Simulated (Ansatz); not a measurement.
MoOF₄. Total charge 0; singlet. Geometry PBE-D4/def2-SVP; atoms count from 1.

Cartesian coordinates in Å:
```
Mo 0.0152 0.0127 0.0384
O 0.6008 0.5030 1.5186
F -0.2992 -1.8044 0.2232
F 1.5152 -0.4733 -0.9356
F -0.0088 1.5465 -1.0017
F -1.8232 0.2154 0.1571
```

In the def2 sets Mo takes a core potential; there is no spin–orbit coupling.

(1) Estimate the Mulliken populations from the PBE0/def2-TZVP orbitals of Ansatz.

(2) And the Mayer bond orders between heavy atoms (over 0.3)?

Answers

(1) 
```json
{"atom": "Mo1", "charge (e)": "2.00", "d electrons": "3.37"}
{"atom": "O2", "charge (e)": "-0.41", "d electrons": "–"}
{"atom": "F3", "charge (e)": "-0.40", "d electrons": "–"}
{"atom": "F4", "charge (e)": "-0.40", "d electrons": "–"}
{"atom": "F5", "charge (e)": "-0.40", "d electrons": "–"}
{"atom": "F6", "charge (e)": "-0.40", "d electrons": "–"}
```
Mulliken values depend strongly on the basis.

(2) Mo1–O2 2.04 (1.67 Å); Mo1–F3 0.89 (1.85 Å); Mo1–F4 0.89 (1.85 Å); Mo1–F5 0.89 (1.85 Å); Mo1–F6 0.89 (1.85 Å).
